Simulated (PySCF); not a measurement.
A species of formula C4H11N3OSi has this rotational fingerprint, computed with PBE0/pcSseg-1 in PySCF (dipole) on a GFN2-xTB geometry, gas phase:

```
Rotational constants : A = 1901, B = 1154, C = 967.2 MHz
Dipole components    : |μa| = 3.37 D, |μb| = 1.99 D, |μc| = 1.40 D
Inertial defect      : -181.23 u·Å²
κ                    : -0.60
```

Problem. Which candidate fits, each taken in the one conformer that was computed?
A. `[CH3:1][Si@@:2]([NH2:3])([OH:4])[NH:5][CH2:6][CH2:7][C:8]#[N:9]` with C1–Si2–N3–H 64° and -69°, C1–Si2–O4–H -177°, C1–Si2–N5–C6 -58°, Si2–N5–C6–C7 87°, N5–C6–C7–C8 179°
B. `[NH2:1][C:2](=[O:3])[C@H:4]1[CH2:5][CH2:6][Si:7]1([NH2:8])[NH2:9]` with H–N1–C2–O3 -9° and -167°, N1–C2–C4–C5 162°, C6–Si7–N8–H 113° and -25°, C6–Si7–N9–H 51° and -86°

Solution. B. It is NC(=O)[C@H]1CC[Si]1(N)N, an asymmetric top, point group C1. The candidates at the same level (rigid rotor, commonest isotopes):

```
                 SMILES  A (MHz)  B (MHz)  C (MHz)  μa (D)  μb (D)  μc (D)  Δ (u·Å²)  point group                        rotor
    C[Si@@](N)(O)NCCC#N     2847    610.0    594.4    4.43    1.16    2.68   -155.77           C1  near-prolate asymmetric top
NC(=O)[C@H]1CC[Si]1(N)N     1901     1154    967.2    3.37    1.99    1.40   -181.23           C1               asymmetric top
```

`C[Si@@](N)(O)NCCC#N` has A 50 % too high. No structure here is proved a minimum.
